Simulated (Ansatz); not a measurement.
Results of the Gaussian-basis code of Ansatz.

Basis-set series for CH$_{6}$O$_{3}$Zr, SMILES `[CH3][Zr]([OH])([OH])[OH]`. Charge 0, multiplicity 1. Zr: def2 effective core potential. The structure was optimised at the PBE0-D4/def2-TZVP level. It is one conformer, not always the lowest.

| functional | basis | functions | energy (Eh) | HOMO (eV) | LUMO (eV) |
| --- | --- | --- | --- | --- | --- |
| PBE0-D4 | def2-SVP | 117 | -314.13413 | -6.93 | 0.14 |
| PBE0-D4 | def2-QZVPP | 489 | -314.49013 | -7.11 | -0.22 |
| ωB97M-V | def2-SVP | 117 | -314.24709 | -9.21 | 1.05 |
| ωB97M-V | def2-QZVPP | 489 | -314.61232 | -9.39 | 0.49 |

Question: Give the rows for def2-TZVPP. (Best estimate.)

Answer: The calculation gave: 
```json
{"functional": "PBE0-D4", "basis": "def2-TZVPP", "functions": "264", "energy (Eh)": "-314.47107", "HOMO (eV)": "-7.08", "LUMO (eV)": "-0.10"}
{"functional": "ωB97M-V", "basis": "def2-TZVPP", "functions": "264", "energy (Eh)": "-314.59408", "HOMO (eV)": "-9.36", "LUMO (eV)": "0.71"}
```

Positive LUMOs are unbound and depend on the basis.
